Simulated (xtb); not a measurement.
xtb input (GFN1-xTB):

```bash
xtb mol.xyz --gfn 1 --sp --chrg 0 --uhf 0
```
mol.xyz:
```
19

C     -1.24993419     0.95985696    -1.09705568
C     -1.05309786    -0.11740826    -0.03273798
C     -1.26856455     0.43812896     1.37330952
C     -1.98298280    -1.29838176    -0.28916607
O      0.28203956    -0.67222607    -0.13984356
B      1.46111553    -0.01114846     0.00866456
O      2.63688434    -0.71225708    -0.13053874
O      1.53484872     1.33011612     0.29248858
H     -2.27942446     1.32134812    -1.07734238
H     -1.05105734     0.54933933    -2.08834260
H     -0.58368221     1.80353190    -0.92631096
H     -1.08277003    -0.33874878     2.11672586
H     -2.29876038     0.77986132     1.48658009
H     -0.60249246     1.27676612     1.56790795
H     -3.02586478    -0.98384370    -0.23060224
H     -1.80055651    -1.71587302    -1.28005350
H     -1.81361001    -2.08142594     0.45082776
H      2.48258384    -1.64110511    -0.32787018
H      2.44735217     1.62765287     0.36220844
```

Output:

```
           -------------------------------------------------
          |                Calculation Setup                |
           -------------------------------------------------

           -------------------------------------------------
          |                 G F N 1 - x T B                 |
           -------------------------------------------------

        Reference                      10.1021/acs.jctc.7b00118
      * Hamiltonian:
        H0-scaling (s, p, d)           1.850000    2.250000    2.000000
        zeta-weighting                 0.000000
      * Dispersion:
        s8                             2.400000
        a1                             0.630000
        a2                             5.000000
        s9                             0.000000
      * Repulsion:
        kExp                           1.500000
        rExp                           1.000000
      * Coulomb:
        alpha                          2.000000
        third order                    atomic
        anisotropic                    false
      * Halogen bond correction:
        rad-scale                      1.300000
        damping                        0.440000

          ...................................................
          :                      SETUP                      :
          :.................................................:
          :  # basis functions                  54          :
          :  # atomic orbitals                  54          :
          :  # shells                           38          :
          :  # electrons                        48          :
          :  # halogen bonds                     0          :
          :  max. iterations                   250          :
          :  Hamiltonian                  GFN1-xTB          :
          :  restarted?                      false          :
          :  GBSA solvation                  false          :
          :  PC potential                    false          :
          :  electronic temp.          300.0000000     K    :
          :  accuracy                    1.0000000          :
          :  -> integral cutoff          0.2500000E+02      :
          :  -> integral neglect         0.1000000E-07      :
          :  -> SCF convergence          0.1000000E-05 Eh   :
          :  -> wf. convergence          0.2000000E-04 e    :
          :  Broyden damping             0.4000000          :
          :  net charge                          0          :
          :  unpaired electrons                  0          :
          ...................................................

 iter      E             dE          RMSdq      gap      omega  full diag
   1    -30.1821159 -0.301821E+02  0.810E+00    8.49       0.0  T
   2    -30.3432739 -0.161158E+00  0.467E+00    8.92       1.0  T
   3    -30.3426782  0.595663E-03  0.126E+00    8.56       1.0  T
   4    -30.3466263 -0.394807E-02  0.222E-01    9.08       1.0  T
   5    -30.3476174 -0.991072E-03  0.399E-02    8.90       1.0  T
   6    -30.3476251 -0.773038E-05  0.509E-03    8.92       4.5  T
   7    -30.3476254 -0.238934E-06  0.215E-03    8.93      10.7  T
   8    -30.3476254 -0.779815E-07  0.439E-04    8.93      52.2  T
   9    -30.3476254 -0.375875E-08  0.152E-04    8.93     150.8  T
  10    -30.3476254 -0.430170E-09  0.296E-05    8.93     774.5  T

   *** convergence criteria satisfied after 10 iterations ***

         #    Occupation            Energy/Eh            Energy/eV
      -------------------------------------------------------------
         1        2.0000           -0.7752237             -21.0949
       ...           ...                  ...                  ...
        18        2.0000           -0.5028389             -13.6829
        19        2.0000           -0.5020820             -13.6623
        20        2.0000           -0.4956030             -13.4860
        21        2.0000           -0.4935522             -13.4302
        22        2.0000           -0.4922026             -13.3935
        23        2.0000           -0.4586742             -12.4812
        24        2.0000           -0.4558753             -12.4050 (HOMO)
        25                         -0.1278452              -3.4788 (LUMO)
        26                         -0.1215281              -3.3069
        27                         -0.1146979              -3.1211
        28                         -0.1135066              -3.0887
        29                         -0.1040325              -2.8309
       ...                                ...                  ...
        54                          0.6652856              18.1033
      -------------------------------------------------------------
                  HL-Gap            0.3280302 Eh            8.9262 eV
             Fermi-level           -0.2918602 Eh           -7.9419 eV

 SCC (total)                   0 d,  0 h,  0 min,  0.029 sec
 SCC setup                      ...        0 min,  0.000 sec (  0.507%)
 Dispersion                     ...        0 min,  0.000 sec (  0.256%)
 classical contributions        ...        0 min,  0.000 sec (  0.117%)
 integral evaluation            ...        0 min,  0.010 sec ( 34.857%)
 iterations                     ...        0 min,  0.005 sec ( 18.861%)
 molecular gradient             ...        0 min,  0.013 sec ( 44.540%)
 printout                       ...        0 min,  0.000 sec (  0.811%)

         :::::::::::::::::::::::::::::::::::::::::::::::::::::
         ::                     SUMMARY                     ::
         :::::::::::::::::::::::::::::::::::::::::::::::::::::
         :: total energy             -30.069500441604 Eh    ::
         :: gradient norm              0.023957721926 Eh/a0 ::
         :: HOMO-LUMO gap              8.926154726061 eV    ::
         ::.................................................::
         :: SCC energy               -30.347625436991 Eh    ::
         :: -> electrostatic           0.125161933578 Eh    ::
         :: repulsion energy           0.285535424345 Eh    ::
         :: dispersion energy         -0.007410428958 Eh    ::
         :: halogen bond corr.         0.000000000000 Eh    ::
         :: add. restraining           0.000000000000 Eh    ::
         :: total charge              -0.000000000000 e     ::
         :::::::::::::::::::::::::::::::::::::::::::::::::::::

           -------------------------------------------------
          |                Property Printout                |
           -------------------------------------------------

    * Orbital Energies and Occupations

         #    Occupation            Energy/Eh            Energy/eV
      -------------------------------------------------------------
         1        2.0000           -0.7752237             -21.0949
       ...           ...                  ...                  ...
        12        2.0000           -0.5506492             -14.9839
        13        2.0000           -0.5449599             -14.8291
        14        2.0000           -0.5384850             -14.6529
        15        2.0000           -0.5292776             -14.4024
        16        2.0000           -0.5177953             -14.0899
        17        2.0000           -0.5133604             -13.9692
        18        2.0000           -0.5028389             -13.6829
        19        2.0000           -0.5020820             -13.6623
        20        2.0000           -0.4956030             -13.4860
        21        2.0000           -0.4935522             -13.4302
        22        2.0000           -0.4922026             -13.3935
        23        2.0000           -0.4586742             -12.4812
        24        2.0000           -0.4558753             -12.4050 (HOMO)
        25                         -0.1278452              -3.4788 (LUMO)
        26                         -0.1215281              -3.3069
        27                         -0.1146979              -3.1211
        28                         -0.1135066              -3.0887
        29                         -0.1040325              -2.8309
        30                         -0.0968096              -2.6343
        31                         -0.0775986              -2.1116
        32                         -0.0603874              -1.6432
        33                         -0.0504092              -1.3717
        34                         -0.0423882              -1.1534
        35                         -0.0411308              -1.1192
       ...                                ...                  ...
        54                          0.6652856              18.1033
      -------------------------------------------------------------
                  HL-Gap            0.3280302 Eh            8.9262 eV
             Fermi-level           -0.2918602 Eh           -7.9419 eV

  Mulliken/CM5 charges         n(s)   n(p)   n(d)
     1C    -0.11064 -0.25364   1.018  3.093  0.000
     2C     0.26365  0.25992   1.046  2.691  0.000
     3C    -0.11064 -0.25364   1.018  3.093  0.000
     4C    -0.10234 -0.24638   1.017  3.086  0.000
     5O    -0.50159 -0.51834   1.665  4.837  0.000
     6B     0.70817  0.57385   0.714  1.578  0.000
     7O    -0.59509 -0.73696   1.683  4.913  0.000
     8O    -0.58567 -0.73215   1.681  4.904  0.000
     9H     0.02592  0.07899   0.974  0.000  0.000
    10H     0.03738  0.09262   0.963  0.000  0.000
    11H     0.04947  0.10904   0.951  0.000  0.000
    12H     0.03738  0.09262   0.963  0.000  0.000
    13H     0.02592  0.07899   0.974  0.000  0.000
    14H     0.04947  0.10904   0.951  0.000  0.000
    15H     0.02525  0.07828   0.975  0.000  0.000
    16H     0.03814  0.09326   0.962  0.000  0.000
    17H     0.03814  0.09326   0.962  0.000  0.000
    18H     0.35265  0.53956   0.647  0.000  0.000
    19H     0.35444  0.54168   0.646  0.000  0.000

Wiberg/Mayer (AO) data.
largest (>0.10) Wiberg bond orders for each atom

 ---------------------------------------------------------------------------
     #   Z sym  total        # sym  WBO       # sym  WBO       # sym  WBO
 ---------------------------------------------------------------------------
     1   6 C    3.995 --     2 C    0.996     9 H    0.987    10 H    0.985
                            11 H    0.981
     2   6 C    3.895 --     4 C    0.998     1 C    0.996     3 C    0.996
                             5 O    0.892
     3   6 C    3.995 --     2 C    0.996    13 H    0.987    12 H    0.985
                            14 H    0.981
     4   6 C    3.996 --     2 C    0.998    15 H    0.987    17 H    0.984
                            16 H    0.984
     5   8 O    2.142 --     6 B    1.078     2 C    0.892
     6   5 B    3.239 --     5 O    1.078     8 O    1.067     7 O    1.064
     7   8 O    2.030 --     6 B    1.064    18 H    0.865
     8   8 O    2.048 --     6 B    1.067    19 H    0.864
     9   1 H    1.004 --     1 C    0.987
    10   1 H    1.005 --     1 C    0.985
    11   1 H    1.010 --     1 C    0.981
    12   1 H    1.005 --     3 C    0.985
    13   1 H    1.004 --     3 C    0.987
    14   1 H    1.010 --     3 C    0.981
    15   1 H    1.004 --     4 C    0.987
    16   1 H    1.008 --     4 C    0.984
    17   1 H    1.008 --     4 C    0.984
    18   1 H    0.888 --     7 O    0.865
    19   1 H    0.885 --     8 O    0.864
 ---------------------------------------------------------------------------

Topologies differ in total number of bonds
Writing topology from bond orders to xtbtopo.mol

 dipole moment from electron density (au)
     X       Y       Z
  -0.1037  -0.2133  -0.0458  total (Debye):    0.614

           -------------------------------------------------
          | TOTAL ENERGY              -30.069500441604 Eh   |
          | GRADIENT NORM               0.023957721926 Eh/α |
          | HOMO-LUMO GAP               8.926154726061 eV   |
           -------------------------------------------------
Note: The following floating-point exceptions are signalling: IEEE_DENORMAL
normal termination of xtb

------------------------------------------------------------------------
------------------------------------------------------------------------
 total:
 SCF:
```
